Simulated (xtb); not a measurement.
Zn(k2OAc)2 (C₄H₆O₄Zn), SMILES CC1[O][Zn]2([O]C(C)=[O]->2)<-[O]=1. All values are semi-empirical tight-binding results from xtb (GFN2-xTB unless named), good for trends rather than for accurate numbers. Geometry: GFN2-xTB. The isomer is the one that the SMILES or the coordinates give; other isomers of the formula were not compared. Other conformers were not sampled.

Optimised geometry:

```xyz
15

Zn    -0.0047    -0.0043    -0.0032
C      0.1162     2.3108    -2.9658
C      0.0757     1.3844    -1.7853
O     -0.4267     0.2405    -1.8981
O      0.5318     1.7547    -0.6771
H      0.9851     2.9577    -2.8948
H      0.1257     1.7349    -3.8856
H     -0.7808     2.9268    -2.9428
C     -0.1076    -2.3000     2.9738
C     -0.0639    -1.3790     1.7897
O     -1.0205    -0.6006     1.5598
O      0.9237    -1.3930     1.0163
H      0.9011    -2.4995     3.3216
H     -0.7174    -1.8627     3.7582
H     -0.5610    -3.2372     2.6565
```

For metal compounds this method's bond lengths and energies can be far off.

| Item | Value |
|---|---|
| point group as xtb finds it | C2 |
| orbital gap | 5.37 eV |
| zero-point energy | 62.2 kcal/mol |
| G − E(el) at 298.15 K (modified RRHO) | 38.3 kcal/mol |

Computed atomic charges and the Wiberg bond orders between heavy atoms:
charges (e) Zn1 0.40, C2 -0.14, C3 0.38, O4 -0.37, O5 -0.37, H6 0.09, H7 0.09, H8 0.10, C9 -0.14, C10 0.38, O11 -0.37, O12 -0.37, H13 0.09, H14 0.09, H15 0.10. Bond orders C2–C3 0.98, Zn1–O4 0.45, C3–O4 1.43, Zn1–O5 0.45, C3–O5 1.43, C9–C10 0.98, Zn1–O11 0.45, C10–O11 1.43, Zn1–O12 0.45, C10–O12 1.43.
